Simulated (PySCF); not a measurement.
**V⁺: ionisation energy**

V⁺ [Ar] 3d4 (5D) → V²⁺ [Ar] 3d3 (4F), as a difference of total energies. Computed with PySCF 2.14 in def2-TZVPPD, with no relativity, point nucleus. Correlated levels: valence: [Ar] frozen. The calculations carry no spin-orbit coupling.

```csv
method,ionisation energy (eV)
UHF,13.283
MP2 (valence),14.024
SCS-MP2 (valence),13.530
CCSD (valence),14.106
CCSD(T) (valence),14.126
```

How much does correlation contribute at CCSD(T) (valence)?

14.126 − (13.283) = 0.843 eV, measured against UHF.

A first-order spin-orbit estimate (lowest level to lowest level, LS coupling) adds -0.017 eV.

These non-relativistic numbers lack the scalar-relativistic shift.

Errors of the correlated levels include the incompleteness of this basis and the frozen core.

For comparison: 14.634 ± 0.007 eV (measured; NIST Atomic Spectra Database, ionization energies).
